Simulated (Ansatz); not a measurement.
The cluster Mg₅H₁₀. Charge 0, multiplicity 1. Geometry r2SCAN-D4/def2-SVP, basis def2-TZVP, Ansatz.

```
atom   x (Å)   y (Å)   z (Å)
 Mg1  -2.963  -0.058  -1.116
 Mg2   0.395  -1.318  -1.575
 Mg3   0.900  -1.266   1.319
 Mg4   2.236   1.429   1.042
 Mg5  -0.727   1.039   0.828
  H6  -4.560  -0.228  -1.680
  H7   3.599   2.276   0.466
  H8   1.128  -1.312  -3.118
  H9   0.537   2.135   1.516
 H10  -0.702  -0.537   1.832
 H11  -2.276   1.304  -0.023
 H12   0.792   0.194  -0.169
 H13  -1.412  -0.991  -1.244
 H14   2.231  -0.250   1.969
 H15   0.823  -2.417  -0.047
```

```tsv
run	HOMO (eV)	LUMO (eV)
A	-9.95	0.56
B	-6.15	-1.90
C	-5.93	-2.29
D	-9.50	-0.01
E	-7.08	-1.64
F	-5.87	-2.16
```

Another isomer (singlet) lies 0.20 eV lower at PBE0-D4/def2-TZVP; other spin states weren't run for this one.

Problem. The runs used HF, PBE, PBE0, r2SCAN, revPBE, ωB97X-V. Estimate which is which.

Solution. A HF (100 % exact exchange); B r2SCAN (0 % exact exchange); C PBE (0 % exact exchange); D ωB97X-V (range-separated); E PBE0 (25 % exact exchange); F revPBE (0 % exact exchange). Exact exchange lowers occupied and raises empty levels; among semilocal functionals meta-GGAs tend to open the gap a little, and such runs are hard to tell apart. The gap grows from 3.63 eV (PBE) to 10.51 eV (HF).
